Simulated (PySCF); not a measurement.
In(F)3 anion (F3In), SMILES [In]([F])([F])[F] (connectivity only; charge and spin as stated), charge -1, multiplicity 2.

The structure is a stationary point at B3LYP-D3(BJ)/def2-SVPD. The spin state was assumed, not searched. The isomer is the one that the SMILES or the coordinates give; other isomers of the formula were not compared. The def2 effective core potentials stand for the cores of In; spin–orbit coupling is left out.

The numbers are results of PySCF with CAM-B3LYP/def2-TZVPD, not measurements.

Isolated molecule, no solvent.

```json
{
  "total_energy": "-489.89315 hartree",
  "point_group": "C3v",
  "α spin, highest occupied and lowest empty level": "-2.87 and 4.30 eV",
  "β spin, highest occupied and lowest empty level": "-6.47 and 1.92 eV",
  "dipole_moment_about_the_centre_of_nuclear_charge": "3.01 D",
  "mean_static_polarisability": "55.1 bohr³ (8.17 Å³)",
  "polarisability_principal_values": "52.6, 56.4, 56.4 bohr³",
  "⟨S²⟩": "0.753 (pure state 0.75)"
}
```
